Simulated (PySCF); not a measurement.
Molecule: `C[S+](C)(=O)CC(F)(F)F`, [C4H8F3OS]+.

Bonds (- single, = double, # triple, : aromatic): C1-S2, S2-C3, S2=O4, S2-C5, C5-C6, C6-F7, C6-F8, C6-F9. C1 carries H10, H11, H12; C3 carries H13, H14, H15; C5 carries H16, H17. Formal charges: S2 +1.

Total charge +1.

Frames of a GFN2-xTB Langevin trajectory at 600 K; GIAO PBE0/pcSseg-1 shieldings in PySCF 2.14.0 with density-fitted response routines, gas phase, non-relativistic; equivalent atoms averaged within each frame.

Chemical shifts δ = σref − σ; $^{13}$C (σref 186.93), $^{1}$H (σref 31.72) against TMS; $^{33}$S (σref 503.73) against CS2; H2O for $^{17}$O (σref 336.08); $^{19}$F (σref 170.95) against CFCl3, all at this level. The references are static minima.

**Question.** How do the shifts (ppm) fluctuate along the trajectory?

**Answer.** 
```
         time (fs)     C6     C5  C1/C3   S2     O4  F7/F8/F9  H16/H17  H10/H11/H12/H13/H14/H15
optimised geometry  127.4   69.0   48.8  287  116.8     -73.0     4.63                     3.89
               250  127.2   85.8   55.2  309  138.1     -66.9     4.95                     4.02
               425  130.3   71.7   49.4  300  154.1     -50.9     5.06                     4.49
               625  129.7   59.8   51.5  264  116.4     -57.1     4.01                     4.62
               800  133.6   92.4   42.2  290  125.8     -53.4     5.56                     3.66
              1000  128.1  101.8   53.6  299  176.5     -71.8     5.10                     3.85
    mean of frames  129.8   82.3   50.4  292  142.2     -60.0     4.94                     4.13
standard deviation    2.5   16.7    5.1   17   23.8       9.0     0.57                     0.41
```

5 frames give an uncertainty of the mean of about the standard deviation over 2.2 at best, since frames this close in time may not be independent; classical motion lacks zero-point vibration, and the reference would need the same averaging.
